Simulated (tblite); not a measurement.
Species: C₁₁H₆O.
Bonds: C1–C2 (triple), C2–C3, C3–C4 (double), C4–C5, C5–C6 (double), C6–C7, C7–C8, C8–O9 (double), C7–C10 (double), C10–C11, C11–C12 (double), C3–C12, C5–C11. Hydrogens: H13 on C1; H14 on C4; H15 on C6; H16 on C8; H17 on C10; H18 on C12.

Computed geometry: GFN2-xTB, gas phase.

What internal coordinates does the optimisation give?

| bond | length (Å) | order |
| --- | --- | --- |
| C1≡C2 | 1.202 | triple |
| C2–C3 | 1.403 | single |
| C3=C4 | 1.362 | double |
| C4–C5 | 1.450 | single |
| C5=C6 | 1.348 | double |
| C6–C7 | 1.484 | single |
| C7–C8 | 1.446 | single |
| C8=O9 | 1.210 | double |
| C7=C10 | 1.365 | double |
| C10–C11 | 1.445 | single |
| C11=C12 | 1.353 | double |
| C3–C12 | 1.477 | single |
| C5–C11 | 1.459 | single |
| C1–H13 | 1.049 | single |
| C4–H14 | 1.073 | single |
| C6–H15 | 1.074 | single |
| C8–H16 | 1.109 | single |
| C10–H17 | 1.074 | single |
| C12–H18 | 1.076 | single |

Orders are formal, as drawn. A selection of angles:
| angle | degrees |
| --- | --- |
| C2–C1–H13 | 179.2 |
| C1–C2–C3 | 178.6 |
| C2–C3–C4 | 127.6 |
| C2–C3–C12 | 122.7 |
| C4–C3–C12 | 109.7 |
| C3–C4–C5 | 107.1 |
| C3–C4–H14 | 126.9 |
| C5–C4–H14 | 126.1 |
| C4–C5–C6 | 144.1 |
| C4–C5–C11 | 107.2 |
| C6–C5–C11 | 108.7 |
| C5–C6–C7 | 107.5 |
| C5–C6–H15 | 129.9 |
| C7–C6–H15 | 122.6 |
| C6–C7–C8 | 124.0 |
| C6–C7–C10 | 109.2 |
| C8–C7–C10 | 126.8 |
| C7–C8–O9 | 125.5 |
| C7–C8–H16 | 113.5 |
| O9–C8–H16 | 121.0 |
| C7–C10–C11 | 107.3 |
| C7–C10–H17 | 126.8 |
| C11–C10–H17 | 125.9 |
| C10–C11–C12 | 144.1 |
| C5–C11–C10 | 107.3 |
| C5–C11–C12 | 108.6 |
| C11–C12–H18 | 129.3 |
| C3–C12–C11 | 107.4 |
| C3–C12–H18 | 123.3 |

Dihedral angles: C2–C3–C4–C5 180° (antiperiplanar); C3–C4–C5–C6 180° (antiperiplanar); C4–C5–C6–C7 180° (antiperiplanar); C5–C6–C7–C8 180° (antiperiplanar); C6–C7–C8–O9 0° (synperiplanar); C6–C7–C10–C11 0° (synperiplanar); C7–C10–C11–C12 180° (antiperiplanar); C10–C11–C12–C3 180° (antiperiplanar); C2–C3–C12–C11 180° (antiperiplanar); C4–C5–C11–C10 180° (antiperiplanar).

Of the pairs four or more bonds apart, O9···H15 is among the closest relative to their van der Waals radii: 2.83 Å, 104 % of the sum of Bondi's values. The 5-membered ring C3–C4–C5–C11–C12 has internal angles of 107.1° to 109.7°; it is planar, 0.00 Å rms from its mean plane, widest ring torsion 0°. The 5-membered ring C5–C6–C7–C10–C11 has internal angles of 107.3° to 109.2°; it is planar, 0.00 Å rms from its mean plane, widest ring torsion 0°. The 12 heavy atoms lie in one plane (0.001 Å rms). The C–C distances run from 1.202 Å (C1≡C2, drawn triple) to 1.484 Å (C6–C7, drawn single), a spread of 0.282 Å.

Point group: Cs (tolerance 0.08 Å). Its GFN2-xTB frequencies are all real (lowest 52 cm⁻¹). The numbers are those of one conformer.
